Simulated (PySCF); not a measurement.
H₂MnO₂, neutral, multiplicity 6. Atoms are numbered in the order given.

```xyz
5

Mn     0.0000     0.0000     0.0145
O     -1.8250     0.0702    -0.0734
H     -2.5010    -0.4101     0.4053
O      1.8250    -0.0702    -0.0734
H      2.5010     0.4101     0.4053
```
Charge 0, spin multiplicity 6.

The structure is a stationary point at B3LYP-D3(BJ)/def2-TZVP. The spin state was assumed, not searched. Other conformers were not sampled.

Method: PySCF with PBE/def2-TZVPD.

The total energy is -1302.40766 hartree and the point group comes out as C2. The α spin, highest occupied and lowest empty level is -5.57 and -1.37 eV, the β spin, highest occupied and lowest empty level is -6.91 and -3.37 eV and the dipole moment is 1.48 D. The quadrupole, principal values (traceless, Buckingham form, about the centre of nuclear charge) is -7.78, 1.41, 6.37 D·Å, the mean static polarisability is 44.2 bohr³ (6.55 Å³) and the polarisability, principal values is 36.3, 36.4, 60.0 bohr³. The ⟨S²⟩ is 8.762 (pure state 8.75).
